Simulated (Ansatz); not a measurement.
Geometry optimisation, Ansatz, RHF/def2-SVP.

The input (input.yaml):

```yaml
crystal:
  periodic: [false, false, false]
  atoms:
    - { symbol: Ga, position_ang: [0.015701, 0.229047, 0.141865] }
    - { symbol: C, position_ang: [0.006689, 0.142749, 2.127078] }
    - { symbol: H, position_ang: [-0.951641, -0.192839, 2.535056] }
    - { symbol: H, position_ang: [0.812413, -0.483658, 2.524133] }
    - { symbol: H, position_ang: [0.180683, 1.142563, 2.538033] }
    - { symbol: H, position_ang: [1.394186, 0.198163, -0.621663] }
    - { symbol: H, position_ang: [-1.329694, 0.454315, -0.643947] }
    - { symbol: F, position_ang: [-0.309254, -2.539762, 0.922906] }
    - { symbol: H, position_ang: [-0.251382, -2.124878, 1.73104] }
basis:
  gaussian: { orbitals: def2-SVP }
hamiltonian:
  xc: hf
relax:
  f_tol: 0.03
  max_steps: 50
output:
  orbitals: {}
```

Run as:

```bash
$ ansatz run input.yaml --threads 1 --pin off --max-ram 2048MiB --backend cpu --events-out ev --progress --plain --runs-dir out
```

**Question.** Where does it end, and by what steps?

**Answer.** The run converged. After 9 steps the energy has fallen by 0.121 eV; H9 moved furthest, 0.57 Å.

```tsv
step	energy less start (eV)	largest force component (eV/Å)	accepted
0	0.0000	0.324	yes
1	0.0503	3.247	no
2	-0.0235	1.105	yes
3	-0.0557	1.081	yes
4	-0.0951	0.929	yes
5	-0.1153	0.168	yes
6	-0.1201	0.037	yes
7	-0.1208	0.052	yes
8	-0.1211	0.132	yes
9	-0.1214	0.016	yes
```

```xyz
9
Properties=species:S:1:pos:R:3
Ga 0.005 0.073 0.251
C 0.029 0.299 2.237
H -0.906 -0.021 2.705
H 0.858 -0.238 2.708
H 0.159 1.358 2.486
H 1.369 -0.033 -0.538
H -1.342 0.296 -0.542
F -0.290 -2.315 0.543
H -0.314 -2.594 1.404
```

Whether the end is a true minimum wasn't checked by a vibrational analysis.

Time of the run: 19 s on 1 thread of Arm Neoverse V2, with other jobs on the host, peak memory 0.17 GiB.
